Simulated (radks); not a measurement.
The numbers below are computed, except where a source is named.
Initial-state core-level shifts of the technetium ion Tc2+ when its valence configuration changes from [Kr] 4d5. Code: a radial shooting solver on a logarithmic mesh with Libxc functionals. Model: Dirac Kohn-Sham, PBE, spin-unpolarised, spherical densities, point nucleus; open shells are shared between the two j in proportion to 2j + 1. Shifts are changes of the shell-averaged eigenvalues in eV (positive: less bound).

| valence | 1s | 2p | 3d | 4s |
|---|---|---|---|---|
| 4d4 5s1 | -4.503 | -4.802 | -4.714 | -4.181 |
| 4d3.5 5s1.5 | -6.907 | -7.375 | -7.225 | -6.358 |
| 4d4.5 5p0.5 | -2.807 | -2.937 | -2.906 | -2.660 |
| 4d3 5p2 | -11.760 | -12.373 | -12.176 | -10.873 |
| 4d4 5p1 | -5.710 | -5.985 | -5.912 | -5.369 |
| 4d3 5s2 | -9.404 | -10.053 | -9.829 | -8.580 |
| 4d4.5 5s0.5 | -2.198 | -2.342 | -2.303 | -2.059 |
